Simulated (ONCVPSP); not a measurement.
# Ranking ONCV potentials for barium

All share these settings but for the change named:

- Element: barium (Ba)
- Generator: ONCVPSP 4.0.1
- Type: optimised norm-conserving Vanderbilt (ONCV)
- Functional: PBE
- Relativity: scalar-relativistic
- Frozen core: [Kr] 4d10
- Valence charge: 10
- Reference configuration: 5s2 5p6 6s2
- Partial waves: 5s+6s: rc 2.80 bohr, ncon 4, nbas 8, qcut 4.2 1/bohr, 2 projectors; 5p: rc 2.55 bohr, ncon 3, nbas 7, qcut 6.7 1/bohr, 2 projectors, debl 2.2 Ha; d scattering state at 0.4 Ha: rc 2.50 bohr, ncon 4, nbas 8, qcut 4.6 1/bohr, 2 projectors, debl 3.1 Ha
- Local potential: polynomial inside 2.15 bohr (lpopt 5, dvloc0 0 Ha)
- Core correction: none

In the d channel the program set the typed energies aside and used 0.050, 3.150 Ha.

Cutoff: the first of the cutoffs (Ha) at which the residual kinetic energy of the hardest occupied pseudo-wave falls to 1 and 0.1 mHa per electron; the density cutoff is not measured.

The base gives 12 Ha.

Of 7 variants that were run, those that failed, showed a ghost or another fault, or gave nearly equal values are left out.

A variant can come out equal or close to the base.

Q: Rank these variants from softest to hardest (loose cutoff).
A. all radii scaled by about 0.96 (s 2.68, p 2.44, d 2.40 bohr); local potential polynomial inside 2.06 bohr (lpopt 5, dvloc0 0 Ha)
B. all radii scaled by about 1.25 (s 3.50, p 3.18, d 3.12 bohr); local potential polynomial inside 2.68 bohr (lpopt 5, dvloc0 0 Ha)
C. all radii scaled by about 1.32 (s 3.70, p 3.36, d 3.30 bohr); local potential polynomial inside 2.84 bohr (lpopt 5, dvloc0 0 Ha)
D. all radii scaled by about 1.15 (s 3.22, p 2.92, d 2.86 bohr); local potential polynomial inside 2.46 bohr (lpopt 5, dvloc0 0 Ha)

A: C (4 Ha), B (8 Ha), D (10 Ha), A (12 Ha).
